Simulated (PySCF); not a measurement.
Tl (thallium, neutral): UHF calculation

Configuration: [Xe] 4f14 5d10 6s1 6p1 7s1, high-spin 4P determinant (an excited configuration). Calculation: PySCF 2.14, in aug-cc-pwCVTZ-PP with ECP60MDF (8s7p6d4f1g, 96 functions); scalar relativity through the core potential.

```json
{
 "Total energy": "-171.226728 hartree",
 "One-electron energy": "-297.6610 hartree",
 "Hartree (Coulomb) energy": "140.3318 hartree",
 "Exchange energy": "-13.8975 hartree",
 "⟨S²⟩": "3.7540",
 "⟨L²⟩": "2.038",
 "Sum of ⟨r⟩": "34.80 bohr",
 "Sum of ⟨r²⟩": "107.1 bohr²",
 "Traceless quadrupole moment −½Σ⟨3z² − r²⟩ along its main axis": "-3.00 e·bohr²"
}
```

```tsv
shell	electrons	mean orbital energy (eV)	spread (eV)	rms radius, mean of both spins (bohr)
5s α	1	-158.57	0	0.952
5s β	1	-158.20	0	0.952
5p α	3	-99.343	0.083	1.09
5p β	3	-99.224	0.369	1.09
5d α	5	-27.933	0.230	1.48
5d β	5	-27.425	0.542	1.48
6s α	1	-17.808	0	2.60
6p α	1	-8.996	0	3.51
7s α	1	-2.800	0	7.57
```

Energies and moments cover only the electrons outside the core potential. Spin-orbit coupling, absent here, splits the open shell strongly. The outer electron is Rydberg-like, and this basis confines it to a smaller radius and binds it less than a complete one would.
